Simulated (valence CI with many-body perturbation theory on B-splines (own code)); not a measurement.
**Which ion has this spectrum?**

A relativistic CI+MBPT calculation for an atom or ion with 39 electrons gives these levels (eV):

```
   J  Parity       E     g
 3/2    even   0.000  0.72
 5/2    even  24.347  1.06
 3/2    even  26.903  1.18
 7/2    even  28.832  1.04
 9/2    even  29.015  1.04
 1/2    even  29.224  1.83
 5/2    even  38.792  1.25
 7/2    even  52.653  1.12
 9/2    even  54.758  1.14
 3/2    even  56.602  1.12
 1/2    even  57.890  1.50
 5/2    even  58.445  1.29
11/2    even  58.948  1.09
 5/2    even  62.152  1.10
```

The energies are calculated, and their last digits are not significant.

(1) Which is it?
A. Bi44+
B. Tl42+
C. Pt39+
D. Hg41+

Answers

(1) D. Hg41+, ground level (4d3/2^3) J=3/2.
